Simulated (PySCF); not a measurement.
Ionisation energy of Zn⁺ by level of theory

Zn⁺ [Ar] 3d10 4s1 (2S) → Zn²⁺ [Ar] 3d10 (1S), as a difference of total energies. All numbers are calculated (PySCF 2.14, the non-relativistic Hamiltonian (point nucleus), in def2-SVP (5s3p2d1f, 31 functions)). Correlated levels: valence: [Ar] frozen. The calculations carry no spin-orbit coupling.

| method | ionisation energy (eV) |
| --- | --- |
| UHF | 16.432 |
| BP86 | 17.994 |
| MP2 (valence) | 16.785 |
| SCS-MP2 (valence) | 16.736 |
| CCSD (valence) | 16.755 |

Problem. Estimate what CCSD(T) (valence) gives.

Solution. 16.777 eV, closest to MP2 (valence) among the rows shown.

Problem. Estimate what M06-2X gives.

Solution. 17.569 eV, closest to BP86 among the rows shown.

These non-relativistic numbers lack the scalar-relativistic shift.

Errors of the correlated levels include the incompleteness of this basis and the frozen core.

For comparison: 17.964 eV (measured; NIST Atomic Spectra Database, ionization energies).
